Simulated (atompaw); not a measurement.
# An all-electron radial function and its pseudo partner (O)

Columns: radius, all-electron u(r) and pseudo u(r) of the 2s shell (level -31.11 eV) of oxygen in the configuration [He] 2s2 2p3.5; LDA (PW92), non-relativistic, PAW (atompaw) scheme, atompaw 4.2.0.5.

| r (bohr) | all-electron | pseudo |
| --- | --- | --- |
| 0.065 | 0.3872 | -0.1204 |
| 0.131 | 0.4111 | -0.2404 |
| 0.196 | 0.2658 | -0.3544 |
| 0.262 | 0.0527 | -0.4638 |
| 0.327 | -0.1676 | -0.5637 |
| 0.392 | -0.3711 | -0.6545 |
| 0.458 | -0.5480 | -0.7360 |
| 0.523 | -0.6890 | -0.8051 |
| 0.588 | -0.7975 | -0.8625 |
| 0.654 | -0.8771 | -0.9086 |
| 0.719 | -0.9292 | -0.9417 |
| 0.785 | -0.9596 | -0.9628 |
| 0.850 | -0.9712 | -0.9715 |
| 0.915 | -0.9681 | -0.9681 |
| 0.981 | -0.9532 | -0.9532 |
| 1.046 | -0.9297 | -0.9297 |
| 1.112 | -0.8990 | -0.8990 |
| 1.177 | -0.8640 | -0.8640 |
| 1.242 | -0.8257 | -0.8257 |
| 1.308 | -0.7848 | -0.7848 |
| 1.373 | -0.7435 | -0.7435 |
| 1.438 | -0.7018 | -0.7018 |
| 1.504 | -0.6599 | -0.6599 |
| 1.569 | -0.6194 | -0.6194 |
| 1.635 | -0.5794 | -0.5794 |
| 1.700 | -0.5414 | -0.5414 |

How many radial nodes do the two functions have?

The all-electron 2s function has n − l − 1 = 1; the pseudo-wave has 0, since the states of the same l below it are removed with the core.

At about which radius was the pseudo-wave matched?

0.90 bohr, where the columns begin to agree (steps of 0.07 bohr).

Is the pseudo-wave norm-conserving?

No, it belongs to a PAW set: the norm inside the radius is not constrained, and the difference is carried by the augmentation charge.
